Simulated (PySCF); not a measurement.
Cobalt: a sound run and one with changed settings

Sound run: Co [Ar] 3d7 4s2, Co⁺ [Ar] 3d8. Calculation: PySCF 2.14, in jorge-DZP-DKH (8s6p2d1f, 43 functions); the spin-free X2C one-electron Hamiltonian (Gaussian nucleus). The sound run starts from symmetry-adapted Hartree-Fock orbitals and uses a fine grid where one is needed.

Changed run: 26 angular points. This setting is unsound on purpose.

| species | method | sound run (hartree) | changed run (hartree) | converged |
| --- | --- | --- | --- | --- |
| Co | UHF | -1391.67063 | -1391.67063 | yes |
| Co | MN15 | -1393.96216 | -1393.88001 | yes |
| Co | r2SCAN | -1393.00045 | -1393.03094 | yes |
| Co⁺ | UHF | -1391.37073 | -1391.37073 | yes |
| Co⁺ | MN15 | -1393.69971 | -1393.62175 | yes |
| Co⁺ | r2SCAN | -1392.71228 | -1392.78744 | yes |

Ionisation energy of Co:

| method | sound run (eV) | changed run (eV) |
| --- | --- | --- |
| UHF | 8.161 | 8.161 |
| MN15 | 7.142 | 7.028 |
| r2SCAN | 7.842 | 6.626 |

A coarse angular grid integrates products of high-l functions wrongly, so density functionals can shift, and the SCF can exploit the error; Hartree-Fock and MP2 need no grid.

For comparison, NIST gives 7.881 eV between the lowest levels.
